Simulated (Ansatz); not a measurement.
C2H6BFN2, SMILES C=C(F)B(N)N. Atoms are numbered in the order given.

```xyz
12

C      1.8741     0.6201    -0.0476
C      0.7769    -0.1240     0.1338
F      0.9433    -1.3749     0.6526
B     -0.7391     0.2233    -0.1684
N     -1.6798    -0.7885     0.1248
N     -1.0895     1.4865    -0.7023
H      1.7919     1.6272    -0.4614
H      2.8685     0.2438     0.2093
H     -1.3774    -1.6754     0.5056
H     -2.6780    -0.7109    -0.0147
H     -2.0401     1.7591    -0.9139
H     -0.4123     2.2075    -0.9060
```

Geometry: r2SCAN-D4/def2-SVP. This is a generated structure with no PubChem entry under its InChIKey; it may be hypothetical. Other conformers were not sampled.

Two levels are set side by side: PBE-D3(BJ)/def2-SVP (Ansatz, a first-principles code) and r2SCAN-D4/def2-SVP (Ansatz). Each level has its own optimised geometry; the coordinates shown are those of the second. Differences are taken from unrounded values.

```csv
quantity,r2SCAN-D4
mean bond length (Å),1.213
bond C1–C2 (Å),1.338
bond C2–F3 (Å),1.364
bond C2–B4 (Å),1.584
bond B4–N5 (Å),1.412
bond B4–N6 (Å),1.415
bond C1–H7 (Å),1.092
bond C1–H8 (Å),1.094
bond N5–H9 (Å),1.011
bond N5–H10 (Å),1.011
bond N6–H11 (Å),1.011
bond N6–H12 (Å),1.010
```

Task: What does PBE-D3(BJ) give, and how far is it from r2SCAN-D4? (An estimate is asked for; the answer gives what the named calculation found.)

Result: 
```
quantity              PBE-D3(BJ)  PBE-D3(BJ) minus r2SCAN-D4
--------------------  ----------  --------------------------
mean bond length (Å)       1.220                       0.007
bond C1–C2 (Å)             1.346                       0.007
bond C2–F3 (Å)             1.370                       0.006
bond C2–B4 (Å)             1.589                       0.005
bond B4–N5 (Å)             1.418                       0.006
bond B4–N6 (Å)             1.421                       0.006
bond C1–H7 (Å)             1.099                       0.007
bond C1–H8 (Å)             1.101                       0.007
bond N5–H9 (Å)             1.018                       0.007
bond N5–H10 (Å)            1.018                       0.007
bond N6–H11 (Å)            1.018                       0.007
bond N6–H12 (Å)            1.017                       0.007
```

On these quantities the two levels nearly agree.
